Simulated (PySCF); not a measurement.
A calculated (M06-2X, PySCF 2.14, ANO-RCC-VTZP, the spin-free X2C one-electron Hamiltonian (Gaussian nucleus)) atom or ion has these occupied shells.

| shell | electrons | orbital energy (eV) | rms radius, mean of both spins (bohr) |
| --- | --- | --- | --- |
| 1s α | 1 | -8942.3 | 0.0602 |
| 1s β | 1 | -8942.2 | 0.0602 |
| 2s α | 1 | -1094.0 | 0.255 |
| 2s β | 1 | -1093.9 | 0.255 |
| 2p α | 3 | -946.03 | 0.228 |
| 2p β | 3 | -946.02 | 0.228 |
| 3s α | 1 | -125.84 | 0.768 |
| 3s β | 1 | -125.65 | 0.768 |
| 3p α | 3 | -81.597 | 0.818 |
| 3p β | 3 | -81.490 | 0.818 |
| 3d α | 5 | -9.757 | 1.20 |
| 3d β | 5 | -9.649 | 1.20 |
| 4s α | 1 | -5.722 | 3.43 |

Name the element and its charge.

Cu (copper, neutral), in [Ar] 3d10 4s1, 2S determinant.
